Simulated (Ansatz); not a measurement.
Basis-set series for `FC(Cl)(Cl)I`. The species carries charge 0 and has multiplicity 1. I takes the def2 core potential. All single points use the PBE0-D4/def2-TZVP geometry.

Cartesian coordinates in Å:
```
F -0.3818 -0.7221 1.1701
C -0.0047 -0.1102 0.0453
Cl 1.7038 -0.4243 -0.2164
Cl -0.9579 -0.7488 -1.2851
I -0.3594 2.0054 0.2862
```

```tsv
functional	basis	functions	energy (Eh)	HOMO (eV)	LUMO (eV)
PBE0-D4	def2-TZVPP	196	-1355.70111	-7.96	-2.32
PBE0-D4	def2-QZVPP	336	-1355.73630	-7.99	-2.39
ωB97M-V	def2-TZVPP	196	-1356.02852	-10.13	-0.27
ωB97M-V	def2-QZVPP	336	-1356.06206	-10.17	-0.37
```

Problem. Give the rows for def2-SVP. (Best estimate.)

Solution. The calculation gave: 
| functional | basis | functions | energy (Eh) | HOMO (eV) | LUMO (eV) |
| --- | --- | --- | --- | --- | --- |
| PBE0-D4 | def2-SVP | 90 | -1355.20318 | -7.87 | -2.17 |
| ωB97M-V | def2-SVP | 90 | -1355.53101 | -10.01 | -0.02 |

Computed with Ansatz.
